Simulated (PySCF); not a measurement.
Compound: C5H12N2Si.
Cartesian coordinates in Å at the GFN2-xTB level; atoms count from 1:
```xyz
20
C5H12N2Si angstrom
C     -0.791    2.038    0.059
C     -1.381    0.850    0.009
N     -0.796   -0.397   -0.101
Si    -1.721   -1.855    0.047
C      0.653   -0.488   -0.092
C      1.256   -0.247    1.292
C      1.271    0.372   -1.159
N      2.447    0.793   -1.054
H      0.274    2.179    0.037
H     -1.389    2.929    0.118
H     -2.461    0.796    0.036
H     -1.117   -2.811   -0.883
H     -1.683   -2.400    1.410
H     -3.089   -1.516   -0.328
H      0.900   -1.519   -0.388
H      2.338   -0.223    1.207
H      0.957   -1.042    1.971
H      0.914    0.702    1.693
H      0.616    0.525   -2.029
H      2.795    1.327   -1.847
```

Computed at PBE0/pcSseg-1 (PySCF, non-relativistic), with Q(14N) = 0.02044 b: N3, 14N (I = 1): χzz = -4.267 MHz, η = 0.453; N8, 14N (I = 1): χzz = -4.846 MHz, η = 0.352.

Question: Where would the pure quadrupole (NQR) lines of 14N at N3 fall for the rigid, isolated species?

Answer: From ν± = (3/4)|χ|(1 ± η/3) and ν0 = |χ|η/2: ν+ 3.684 MHz, ν− 2.717 MHz, ν0 0.967 MHz (silicon-bound nitrogen).

Question: Find the zero-field quadrupole resonance frequencies of 14N at N8.

Answer: From ν± = (3/4)|χ|(1 ± η/3) and ν0 = |χ|η/2: ν+ 4.061 MHz, ν− 3.208 MHz, ν0 0.852 MHz (imine nitrogen).

In a crystal, neighbours and librations shift these lines. GFN2-xTB bond lengths can be off by several hundredths of an ångström, more for odd bonds, and the gradients follow them. With so small a basis the couplings can be 20 % off.

One conformer stands for the species.
